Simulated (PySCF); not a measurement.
Vibration and rotation of NiN

PBE0 constants of NiN, ⁴Δ (quartet), unpaired electrons π ↑↑, δ ↑, a second solution, started from another occupation (PySCF, no relativity, basis sets Ni def2-TZVP, N def2-TZVP; masses 57.9353 and 14.0031 u):

* ωe: 620.9 cm⁻¹
* ωexe: 4.94 cm⁻¹
* Be: 0.47847 cm⁻¹
* αe: 0.00519 cm⁻¹
* D (centrifugal): 1.14e-06 cm⁻¹

(1) Give the vibrational terms G(v) and spacings up to v = 6.

De is left out where the level can put another filling of the metal’s s and d shells below the measured ground configuration, by anything from nothing to about 1 eV.

## Answers

(1) G(v) = ωe(v+½) − ωexe(v+½)².

```csv
v,G(v) (cm⁻¹),G(v) − G(v−1),Bv (cm⁻¹)
0,309.2,,0.4759
1,920.2,611.0,0.4707
2,1521.4,601.1,0.4655
3,2112.6,591.3,0.4603
4,2694.0,581.4,0.4551
5,3265.5,571.5,0.4499
6,3827.1,561.6,0.4447
```
